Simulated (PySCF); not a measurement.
Work out the structure from these simulated measurements.

Formula: C6H10OSi2.

- Rotational structure: rotational constants A, B, C: 1.625, 0.947, 0.720 GHz [PBE0-D3(BJ)/def2-SVP]
- Dipole: 0.51 D [wB97X-D/def2-SVPD]
- 13C NMR: chemical shifts (computed TMS as zero) by class: 156.8 (1 C), 156.8 (1 C), 155.8 (1 C), 154.2 (1 C), 135.5 (1 C), 116.9 (1 C) ppm [GIAO B3LYP/pcSseg-1]
- Triplet: lowest triplet excitation (Tamm–Dancoff): 3.91 eV [TDA wB97X-D/def2-SVPD]
- Polarisability: 123.9 au [wB97X-D/def2-SVPD]
- XPS: Si2p3/2 106.4, Si2p3/2 106.5, C1s 289.9, C1s 290.0, C1s 290.3, C1s 290.4, C1s 291.0, C1s 291.5, O1s 539.7, Si1s 1846.2, Si1s 1846.3 eV [ΔSCF SCAN, pcX-2 on the ionised atom, pcseg-1 elsewhere, spin-free X2C, 2p3/2 from a spin–orbit splitting computed afterwards within the 2p shell]
- NMR, other nuclei: isotropic shieldings of nuclei other than C and H, by class: 3 (1 O), 404 (1 Si), 419 (1 Si) ppm [GIAO B3LYP/pcSseg-1]
- UV, strongest line: among the 10 lowest singlet transitions: S4 at 6.44 eV (192 nm, f = 0.276) [TDDFT wB97X-D/def2-SVPD]

Electronic properties: PySCF, gas phase, density fitting. Levels stand in brackets. One conformer (not necessarily the lowest) at the PBE0-D3(BJ)/def2-SVP geometry, without solvent, vibrations or thermal averaging. Each NMR value is the plain mean over a class of atoms that symmetry, rotation or inversion makes alike.

Question: What is the compound? Reason from the data.

Answer: Numbering: `[SiH3:1]/[CH:2]=[CH:3]\[SiH2:4][c:5]1[cH:6][cH:7][cH:8][o:9]1`. Its formula, C6H10OSi2, gives 4 degrees of unsaturation: 1 ring and 3 π bonds in the structure found (Kekulé form). 6 carbons fall into 6 classes; from least to most shielded: alkene CH carbon [C3] (156.8 ppm), substituted aromatic carbon [C5] (156.8 ppm), alkene CH carbon [C2] (155.8 ppm), aromatic CH next to a ring oxygen [C8] (154.2 ppm), aromatic CH carbon [C6] (135.5 ppm), aromatic CH carbon [C7] (116.9 ppm). The other shieldings belong to: 3 ppm, furan-type oxygen [O9]; 404 ppm, SiH2 silicon [Si4]; 419 ppm, SiH3 silicon [Si1]. The core levels belong to: Si2p3/2 106.4 eV, SiH3 silicon [Si1]; Si2p3/2 106.5 eV, SiH2 silicon [Si4]; C1s 289.9 eV, alkene CH carbon [C3]; C1s 290.0 eV, alkene CH carbon [C2]; C1s 290.3 eV, aromatic CH carbon [C6]; C1s 290.4 eV, aromatic CH carbon [C7]; C1s 291.0 eV, substituted aromatic carbon [C5]; C1s 291.5 eV, aromatic CH next to a ring oxygen [C8]; O1s 539.7 eV, furan-type oxygen [O9]; Si1s 1846.2 eV, SiH3 silicon [Si1]; Si1s 1846.3 eV, SiH2 silicon [Si4]. The optimised geometry has point group C1 and is an asymmetric top. Structure: `[SiH3]/C=C\[SiH2]c1ccco1`. Computed isomers that give other values at the same levels: `C#C[C@@H]1C=CC[Si@H]1O[SiH3]` (rotational constant A: 2.063 GHz; this holds for the one conformer computed); `C#C[C@@H]1C=CC[Si@@H]1O[SiH3]` (rotational constant A: 1.541 GHz; this holds for the one conformer computed); `CC#C[SiH2]C#C[SiH2]OC` (smallest rotational constant: 0.348 GHz; this holds for the one conformer computed). The assignments are read from this structure; whether some other isomer fits the data as well wasn't checked.

Conformer computed: `[SiH3:1]/[CH:2]=[CH:3]\[SiH2:4][c:5]1[cH:6][cH:7][cH:8][o:9]1`: C2–C3–Si4–C5 31°, C3–Si4–C5–C6 -118°.
